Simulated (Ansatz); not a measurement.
Born–Oppenheimer molecular dynamics of C3H9ClGe (14 atoms, charge 0, multiplicity 1). It goes on from the last frame of an earlier run, with new velocities.

Level of theory: RHF/def2-SVP (Ansatz).

```yaml
ensemble: NVE (velocity Verlet)
time_step: 0.5 fs
steps_asked: 100
starting_velocities_drawn_for: 400 K
masses: H 3.016 u
seed: 771522
```

Frames 1 fs apart, positions in Å.

Velocities at 5 fs (Å/ps):

```
Ge -1.56 1.26 1.11
Cl 0.51 -1.20 0.83
C -1.21 -1.77 -5.19
H 5.52 -11.22 10.04
H -36.41 6.35 8.16
H 4.57 1.67 4.90
C 4.59 -6.00 -8.98
H 13.27 -11.18 -17.37
H 4.01 -0.54 6.94
H -1.69 14.76 3.41
C -1.17 0.63 9.30
H 4.01 6.28 0.06
H 7.16 2.51 -13.53
H 22.25 3.58 -19.74
```

```xyz
14
Properties=species:S:1:pos:R:3 time_fs=5 energy_less_start_eV=-0.163 T=505
Ge -0.010 -0.059 -0.130
Cl 0.040 -0.236 2.114
C 1.858 0.088 -0.779
H 2.397 -0.777 -0.542
H 1.915 0.216 -1.828
H 2.319 0.933 -0.259
C -0.993 1.700 -0.377
H -1.988 1.665 0.072
H -0.376 2.390 0.183
H -0.924 2.031 -1.419
C -0.806 -1.617 -0.726
H -1.529 -1.464 -1.548
H -0.065 -2.446 -0.947
H -1.402 -2.025 0.200
14
Properties=species:S:1:pos:R:3 time_fs=6 energy_less_start_eV=-0.260 T=567
Ge -0.011 -0.057 -0.129
Cl 0.041 -0.237 2.115
C 1.856 0.087 -0.783
H 2.404 -0.791 -0.531
H 1.879 0.223 -1.822
H 2.324 0.935 -0.255
C -0.987 1.694 -0.386
H -1.975 1.653 0.054
H -0.372 2.390 0.191
H -0.927 2.045 -1.416
C -0.808 -1.618 -0.716
H -1.524 -1.458 -1.548
H -0.060 -2.442 -0.960
H -1.378 -2.020 0.177
14
Properties=species:S:1:pos:R:3 time_fs=7 energy_less_start_eV=-0.310 T=599
Ge -0.013 -0.056 -0.127
Cl 0.041 -0.238 2.115
C 1.854 0.086 -0.786
H 2.412 -0.807 -0.519
H 1.842 0.231 -1.822
H 2.328 0.935 -0.252
C -0.981 1.687 -0.394
H -1.963 1.643 0.035
H -0.368 2.390 0.198
H -0.931 2.059 -1.413
C -0.811 -1.622 -0.707
H -1.518 -1.453 -1.546
H -0.057 -2.433 -0.974
H -1.353 -2.014 0.150
14
Properties=species:S:1:pos:R:3 time_fs=8 energy_less_start_eV=-0.285 T=583
Ge -0.014 -0.053 -0.126
Cl 0.042 -0.239 2.116
C 1.851 0.086 -0.786
H 2.421 -0.824 -0.508
H 1.806 0.240 -1.827
H 2.333 0.935 -0.251
C -0.973 1.679 -0.402
H -1.953 1.633 0.016
H -0.367 2.389 0.206
H -0.937 2.072 -1.410
C -0.815 -1.627 -0.698
H -1.510 -1.449 -1.543
H -0.057 -2.421 -0.987
H -1.330 -2.009 0.123
14
Properties=species:S:1:pos:R:3 time_fs=9 energy_less_start_eV=-0.194 T=524
Ge -0.015 -0.051 -0.125
Cl 0.042 -0.241 2.116
C 1.848 0.086 -0.784
H 2.428 -0.839 -0.499
H 1.772 0.250 -1.837
H 2.336 0.933 -0.252
C -0.963 1.671 -0.410
H -1.946 1.623 -0.003
H -0.367 2.388 0.213
H -0.944 2.084 -1.409
C -0.818 -1.635 -0.691
H -1.501 -1.446 -1.538
H -0.061 -2.405 -0.999
H -1.311 -2.006 0.101
14
Properties=species:S:1:pos:R:3 time_fs=10 energy_less_start_eV=-0.101 T=465
Ge -0.016 -0.048 -0.123
Cl 0.043 -0.242 2.116
C 1.846 0.086 -0.780
H 2.433 -0.851 -0.491
H 1.738 0.260 -1.850
H 2.339 0.930 -0.256
C -0.952 1.664 -0.416
H -1.942 1.613 -0.021
H -0.369 2.385 0.218
H -0.951 2.096 -1.409
C -0.820 -1.643 -0.687
H -1.491 -1.443 -1.532
H -0.066 -2.386 -1.011
H -1.299 -2.008 0.088
14
Properties=species:S:1:pos:R:3 time_fs=11 energy_less_start_eV=-0.082 T=453
Ge -0.016 -0.045 -0.122
Cl 0.044 -0.243 2.116
C 1.843 0.084 -0.775
H 2.436 -0.860 -0.487
H 1.707 0.270 -1.863
H 2.341 0.926 -0.262
C -0.940 1.657 -0.422
H -1.941 1.604 -0.039
H -0.373 2.379 0.222
H -0.958 2.107 -1.411
C -0.820 -1.650 -0.688
H -1.481 -1.442 -1.526
H -0.072 -2.366 -1.022
H -1.296 -2.018 0.087
14
Properties=species:S:1:pos:R:3 time_fs=12 energy_less_start_eV=-0.134 T=486
Ge -0.017 -0.042 -0.120
Cl 0.044 -0.244 2.116
C 1.841 0.083 -0.769
H 2.435 -0.863 -0.485
H 1.678 0.278 -1.874
H 2.343 0.921 -0.269
C -0.926 1.650 -0.427
H -1.942 1.594 -0.056
H -0.379 2.373 0.224
H -0.966 2.116 -1.414
C -0.819 -1.657 -0.692
H -1.472 -1.441 -1.519
H -0.078 -2.346 -1.034
H -1.303 -2.034 0.099
14
Properties=species:S:1:pos:R:3 time_fs=13 energy_less_start_eV=-0.182 T=516
Ge -0.017 -0.039 -0.118
Cl 0.045 -0.245 2.115
C 1.838 0.080 -0.762
H 2.431 -0.862 -0.487
H 1.652 0.285 -1.882
H 2.344 0.916 -0.278
C -0.912 1.644 -0.431
H -1.944 1.585 -0.073
H -0.387 2.364 0.226
H -0.972 2.123 -1.417
C -0.816 -1.662 -0.698
H -1.465 -1.440 -1.513
H -0.082 -2.328 -1.046
H -1.317 -2.056 0.120
14
Properties=species:S:1:pos:R:3 time_fs=14 energy_less_start_eV=-0.168 T=508
Ge -0.017 -0.036 -0.116
Cl 0.046 -0.246 2.115
C 1.835 0.077 -0.756
H 2.424 -0.857 -0.492
H 1.629 0.291 -1.884
H 2.346 0.911 -0.288
C -0.899 1.640 -0.435
H -1.945 1.575 -0.089
H -0.396 2.355 0.226
H -0.977 2.128 -1.421
C -0.814 -1.667 -0.705
H -1.461 -1.440 -1.509
H -0.083 -2.313 -1.059
H -1.335 -2.081 0.146
14
Properties=species:S:1:pos:R:3 time_fs=15 energy_less_start_eV=-0.105 T=468
Ge -0.017 -0.033 -0.114
Cl 0.046 -0.247 2.114
C 1.832 0.074 -0.750
H 2.414 -0.849 -0.501
H 1.611 0.294 -1.880
H 2.348 0.908 -0.299
C -0.887 1.636 -0.438
H -1.946 1.566 -0.105
H -0.405 2.346 0.226
H -0.981 2.131 -1.424
C -0.812 -1.670 -0.711
H -1.460 -1.440 -1.509
H -0.078 -2.303 -1.073
H -1.354 -2.108 0.172
14
Properties=species:S:1:pos:R:3 time_fs=16 energy_less_start_eV=-0.037 T=424
Ge -0.017 -0.029 -0.112
Cl 0.047 -0.248 2.114
C 1.828 0.070 -0.746
H 2.403 -0.838 -0.512
H 1.596 0.295 -1.870
H 2.350 0.905 -0.310
C -0.876 1.633 -0.442
H -1.944 1.557 -0.121
H -0.414 2.338 0.227
H -0.983 2.131 -1.427
C -0.812 -1.673 -0.716
H -1.464 -1.439 -1.511
H -0.069 -2.298 -1.090
H -1.372 -2.134 0.194
```

Of the whole run (50 fs, mean temperature of the second half 442 K): The conserved energy stayed within 0.15 meV per atom of its start (net change 0.074 meV per atom), so the integration is sound. A run of 0.05 ps of so small a system gives no equilibrium averages.

Run time: 3.2 min on 2 threads of Intel(R) Xeon(R) 6975P-C (Granite Rapids) (shared host), peak memory 0.41 GiB.
